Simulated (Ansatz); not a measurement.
Zn3O3H12, a cluster cut from wurtzite ZnO (hydrogen-capped). Total charge 0; singlet. Geometry r2SCAN-D4/def2-SVP.

```
atom    x (Å)    y (Å)    z (Å)
  O1  -0.2757  -1.0725   1.7213
  O2  -0.1944   2.0381   0.0216
  O3   0.4556  -0.9669  -1.7469
 Zn4  -0.5666   1.1880   2.1420
 Zn5   0.2265  -2.5041  -0.0271
 Zn6   0.3283   1.3146  -2.1174
  H7   0.4175  -1.2989   2.3643
  H8  -1.1034  -1.4486   2.0650
  H9  -2.1301   1.1908   2.0789
 H10   0.8774   1.4487   2.6883
 H11  -0.9972   2.5629  -0.1361
 H12   0.5216   2.6739   0.1897
 H13  -1.2428  -2.9332  -0.3519
 H14   1.7537  -2.6345   0.2915
 H15  -0.1582  -1.3190  -2.4132
 H16   1.3520  -1.1670  -2.0652
 H17   1.8663   1.5905  -2.0210
 H18  -1.1303   1.3373  -2.6838
```

HSE06 is defined as in plane-wave codes, on full-range PBE exchange.

Q: Estimate the orbital energies around the gap (eV) in Ansatz with PBE-D4/def2-SVP, PBE-D4/def2-TZVP, r2SCAN-D4/def2-TZVP, PBE0-D4/def2-TZVP, HSE06-D4/def2-TZVP.

A: 
| orbital | PBE-D4/def2-SVP | PBE-D4/def2-TZVP | r2SCAN-D4/def2-TZVP | PBE0-D4/def2-TZVP | HSE06-D4/def2-TZVP |
| --- | --- | --- | --- | --- | --- |
| HOMO−9 | -10.03 | -10.74 | -11.09 | -13.15 | -12.74 |
| HOMO−8 | -9.51 | -10.02 | -10.42 | -12.12 | -11.70 |
| HOMO−7 | -9.51 | -10.02 | -10.42 | -12.12 | -11.70 |
| HOMO−6 | -8.97 | -9.39 | -9.81 | -11.40 | -10.99 |
| HOMO−5 | -7.11 | -7.53 | -7.76 | -8.84 | -8.42 |
| HOMO−4 | -6.34 | -6.71 | -6.98 | -8.03 | -7.62 |
| HOMO−3 | -6.33 | -6.71 | -6.98 | -8.03 | -7.62 |
| HOMO−2 | -5.86 | -6.22 | -6.52 | -7.40 | -6.99 |
| HOMO−1 | -5.86 | -6.22 | -6.52 | -7.39 | -6.99 |
| HOMO | -5.85 | -6.22 | -6.51 | -7.39 | -6.98 |
| LUMO | -0.78 | -1.62 | -1.12 | -0.83 | -1.19 |
| LUMO+1 | -0.78 | -1.62 | -1.12 | -0.83 | -1.18 |
| LUMO+2 | -0.61 | -1.15 | -0.75 | -0.29 | -0.66 |
| LUMO+3 | 1.01 | 0.17 | 0.72 | 0.89 | 0.54 |
| LUMO+4 | 1.01 | 0.24 | 0.75 | 0.91 | 0.56 |
| LUMO+5 | 1.50 | 0.24 | 0.75 | 0.91 | 0.56 |
